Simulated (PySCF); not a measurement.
PySCF job for Si(F)2(H)(SeH) (F2H2SeSi), SMILES F[SiH](F)[SeH], B3LYP-D3(BJ)/def2-SVP. Geometry: B3LYP-D3(BJ)/def2-SVP. The values are those of a single conformer.

```python
import numpy as np
from pyscf import gto, scf, dft, df
from pyscf.hessian import thermo

mol = gto.M(
    atom='''
    Si   -0.84371306    0.44638764    0.40374635
    F    -1.97998458   -0.62266820   -0.00997770
    F    -1.09206388    1.78084448   -0.47189424
    Se    1.13477177   -0.53280279   -0.10508188
    H    -1.00434945    0.82081715    1.82212153
    H     1.88252858    0.62146431    0.43506121
    ''',
    basis='def2-SVP',
    charge=0,
    spin=0,
    max_memory=1600,
    verbose=3,
)
mf = dft.RKS(mol, xc='b3lyp').density_fit(auxbasis='def2-universal-jkfit')
mf.disp = 'd3bj'
mf.grids.level = 3
mf.conv_tol = 1e-11
mf.max_cycle = 100
mf.kernel()

# [left out here: the lines that compute and print the analytic Hessian (its translational invariance restored by hand, since the grid's response is missing), thermochemistry and intensities]
```

Program output:

```
converged SCF energy = -2891.59511852897

WARN: DFTD3 does not support analytical Hessian, using finite difference


WARN: Mole.unit (angstrom) is changed to Bohr

Mode                                 0                   1                   2
Irrep
Freq [cm^-1]                      112.6624            172.7459            222.9120
Reduced mass [au]                   1.1702             11.6355              7.8486
Force const [Dyne/A]                0.0088              0.2046              0.2298
Char temp [K]                     162.0961            248.5429            320.7208
Normal mode                   x     y     z       x     y     z       x     y     z
       0  Si                -0.02 -0.01  0.01    0.03  0.06 -0.00   -0.00  0.01 -0.04
       1   F                -0.00 -0.03 -0.01    0.15 -0.05 -0.03   -0.07  0.07 -0.00
       2   F                 0.07  0.01  0.01   -0.09  0.06  0.02   -0.13  0.03  0.03
       3  Se                -0.01  0.01  0.01   -0.03 -0.03  0.01    0.05 -0.03  0.01
       4   H                -0.10 -0.02 -0.00   -0.01  0.06 -0.01    0.08 -0.03 -0.02
       5   H                -0.03  0.41 -0.82    0.11 -0.04 -0.15    0.00  0.13 -0.26
Mode                                 3                   4                   5
Irrep
Freq [cm^-1]                      330.9134            427.6875            660.5993
Reduced mass [au]                  13.1755              5.9736              1.1086
Force const [Dyne/A]                0.8501              0.6438              0.2850
Char temp [K]                     476.1107            615.3471            950.4554
Normal mode                   x     y     z       x     y     z       x     y     z
       0  Si                -0.03 -0.00 -0.10   -0.11  0.06  0.07    0.02 -0.02 -0.03
       1   F                -0.02 -0.10  0.08   -0.01 -0.03 -0.01   -0.03 -0.00  0.01
       2   F                 0.04  0.12  0.04    0.02  0.03 -0.03    0.00 -0.01  0.01
       3  Se                 0.01 -0.00  0.00    0.04 -0.02 -0.02   -0.01  0.02  0.01
       4   H                 0.01 -0.01 -0.09   -0.30  0.09  0.04   -0.13 -0.12 -0.02
       5   H                -0.07 -0.01  0.13    0.17 -0.12  0.01    0.80 -0.43 -0.21
Mode                                 6                   7                   8
Irrep
Freq [cm^-1]                      810.2040            838.6537            875.1575
Reduced mass [au]                   1.2202              1.1700              8.8582
Force const [Dyne/A]                0.4719              0.4849              3.9973
Char temp [K]                    1165.7032           1206.6359           1259.1567
Normal mode                   x     y     z       x     y     z       x     y     z
       0  Si                 0.02 -0.01 -0.03   -0.01 -0.00  0.02   -0.09  0.03 -0.07
       1   F                 0.04  0.06  0.04    0.02  0.01  0.02    0.09  0.07  0.03
       2   F                -0.01 -0.02  0.01   -0.01  0.04 -0.06    0.03 -0.10  0.07
       3  Se                -0.00 -0.00 -0.00   -0.00 -0.00  0.00    0.00 -0.00  0.00
       4   H                -0.87 -0.16 -0.09    0.13 -0.87  0.26    0.24 -0.10  0.00
       5   H                -0.14  0.06  0.07   -0.04  0.02  0.00    0.04 -0.02 -0.02
Mode                                 9                  10                  11
Irrep
Freq [cm^-1]                      973.4429           2300.5264           2402.5537
Reduced mass [au]                   8.4416              1.0426              1.0204
Force const [Dyne/A]                4.7130              3.2511              3.4703
Char temp [K]                    1400.5677           3309.9453           3456.7398
Normal mode                   x     y     z       x     y     z       x     y     z
       0  Si                 0.05  0.12 -0.02    0.00 -0.01 -0.03    0.00  0.00  0.00
       1   F                -0.08 -0.07 -0.02    0.00  0.00 -0.00   -0.00 -0.00 -0.00
       2   F                 0.01 -0.09  0.05    0.00 -0.00 -0.00   -0.00 -0.00 -0.00
       3  Se                 0.00 -0.00 -0.00    0.00  0.00  0.00    0.01  0.01  0.00
       4   H                -0.09 -0.24  0.06   -0.10  0.24  0.94   -0.00 -0.00 -0.01
       5   H                -0.08  0.04  0.02   -0.01 -0.01 -0.01   -0.51 -0.77 -0.36
temperature 298.1500 [K]
pressure 101325.00 [Pa]
Rotational constants [GHz] 6.52764 1.89487 1.57508
Symmetry number 1
Zero-point energy (ZPE) 0.02307 [Eh]   60579.245 [J/mol]
                           tot       elec      trans        rot        vib
Entropy [J/mol/K]       329.483      0.000    170.991    113.817     44.675
Cv [J/mol/K]             73.992      0.000     12.472     12.472     49.048
Cp [J/mol/K]             82.306      0.000     20.786     12.472     49.048
Internal energy [J/mol]                      3718.434   3718.434  68142.541
Internal energy [Eh]   -2891.56633  -2891.59512
Enthalpy [J/mol]                             6197.391   3718.434  68142.541
Enthalpy [Eh]          -2891.56539
Gibbs free energy [J/mol]                  -44783.512 -30216.191  54822.823
Gibbs free energy [Eh] -2891.60280
mode   freq/cm-1   IR/(km/mol)
   1      112.66         7.126
   2      172.75         2.802
   3      222.91         8.415
   4      330.91        23.144
   5      427.69        43.950
   6      660.60        22.902
   7      810.20       112.334
   8      838.65        41.471
   9      875.16       251.848
  10      973.44       169.620
  11     2300.53       104.138
  12     2402.55         8.262
max |gradient| / (hartree/bohr): 0.0002209690939238221
APT charges: [ 1.8074e+00 -6.2770e-01 -6.4620e-01 -2.5180e-01 -2.8270e-01  1.0000e-03]
```

The run converged.
